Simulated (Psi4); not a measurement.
Interaction energy of HCl ··· CH3Br (SMILES Cl and CBr), singlet. Monomers: optimised at B3LYP-D3(BJ) (def2-TZVP), held rigid. Orientation: a random orientation, not optimised. R is the distance of the centres of mass, along which the second monomer moves.

Geometry at R = 4.05 Å (first 2 atoms: monomer A):
```
7

Cl     0.6410     0.0000     0.0000
H     -0.6410     0.0000     0.0000
C      2.3956    -2.0705     3.7395
Br     1.6782    -0.2526     3.8482
H      2.2482    -2.4220     2.7245
H      1.8505    -2.6820     4.4498
H      3.4496    -2.0233     3.9895
```

Method: SAPT0/jun-cc-pVDZ, frozen core (Psi4).

Components in kJ/mol:

| R / Å | electrostatics | exchange | induction | dispersion | total |
|---|---|---|---|---|---|
| 3.48 | -9.28 | 26.19 | -1.77 | -5.53 | 9.61 |
| 3.67 | -4.47 | 14.50 | -1.08 | -3.96 | 4.98 |
| 3.86 | -1.92 | 8.01 | -0.65 | -2.88 | 2.55 |
| 4.05 | -0.62 | 4.42 | -0.40 | -2.12 | 1.28 |
| 4.26 | 0.05 | 2.30 | -0.24 | -1.54 | 0.57 |
| 4.44 | 0.29 | 1.31 | -0.16 | -1.18 | 0.27 |
| 4.75 | 0.40 | 0.50 | -0.08 | -0.77 | 0.04 |
| 5.09 | 0.35 | 0.17 | -0.05 | -0.50 | -0.02 |
| 5.53 | 0.26 | 0.04 | -0.02 | -0.30 | -0.02 |
| 6.22 | 0.15 | 0.00 | -0.01 | -0.14 | 0.00 |
| 7.26 | 0.07 | 0.00 | 0.00 | -0.06 | 0.01 |
| 8.55 | 0.02 | 0.00 | 0.00 | -0.02 | 0.00 |
